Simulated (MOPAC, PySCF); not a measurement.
C$_{2}$H$_{3}$NOS, SMILES `C[S@](=O)C#N`, neutral singlet in the gas phase. 

Cartesian coordinates (Å):
```xyz
8

C     -0.9753    -0.2930     0.2194
S      0.3009     1.0040     0.2379
O      0.1399     1.8110    -0.9815
C      1.6335    -0.1513    -0.0098
N      2.5689    -0.8156    -0.1243
H     -1.9188     0.2274     0.3772
H     -0.9655    -0.7873    -0.7492
H     -0.7837    -0.9951     1.0303
```
Charge 0, multiplicity 1.

All levels are single points at this geometry (B3LYP-D3(BJ)/def2-TZVP); Pople sets use spherical d functions. Orbital energies aren't observables, and empty levels follow the basis.

B3LYP/6-311+G** in PySCF gives dipole (D) = 4.29.

Q: Estimate the dipole (D) from each of these levels: B3LYP-D3(BJ)/def2-TZVP in PySCF; BP86/6-31G* in PySCF; PBE/6-31G* in PySCF; HF/3-21G in PySCF; HF/STO-3G in PySCF; PM3 in MOPAC; PM6 in MOPAC; PM7 in MOPAC.

A: 
```json
[
 {"level": "B3LYP-D3(BJ)/def2-TZVP in PySCF", "dipole (D)": "4.13"},
 {"level": "BP86/6-31G* in PySCF", "dipole (D)": "3.81"},
 {"level": "PBE/6-31G* in PySCF", "dipole (D)": "3.77"},
 {"level": "HF/3-21G in PySCF", "dipole (D)": "4.49"},
 {"level": "HF/STO-3G in PySCF", "dipole (D)": "3.85"},
 {"level": "PM3 in MOPAC", "dipole (D)": "3.98"},
 {"level": "PM6 in MOPAC", "dipole (D)": "4.38"},
 {"level": "PM7 in MOPAC", "dipole (D)": "4.34"}
]
```
